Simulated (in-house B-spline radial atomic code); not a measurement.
A fraction x of an electron is removed from 3s in Sc IV (Sc3+), starting from [Ne] 3s2 3p6 and keeping the highest spin. Level of theory: non-relativistic BLYP, spin-polarised, spherical fractional occupations, point nucleus; calculated with an all-electron radial atomic-structure program (B-spline basis).

```csv
x,E(x) - E(0) (eV),3s down level (eV)
0,0.0000,-85.557
0.07,6.0339,-86.841
0.2,?,?
0.31,27.4064,-91.270
0.39,34.7673,-92.755
0.5,45.0830,-94.804
0.58,?,?
0.68,62.4508,-98.174
0.83,77.3885,-100.997
0.96,90.6778,-103.455
1,94.8311,-
```

Q: What belongs in the row x = 0.2?

A: An energy change of 17.4787 eV; 3s down at -89.235 eV.

Q: What belongs in the row x = 0.58?

A: An energy change of 52.7271 eV; 3s down at -96.299 eV.

Q: Check Janak's theorem between x = 0.31 and 0.39.

A: The slope of the energy is 92.01 eV; the orbital levels give 92.01 eV (-ε of the emptying orbital, averaged over the two points).
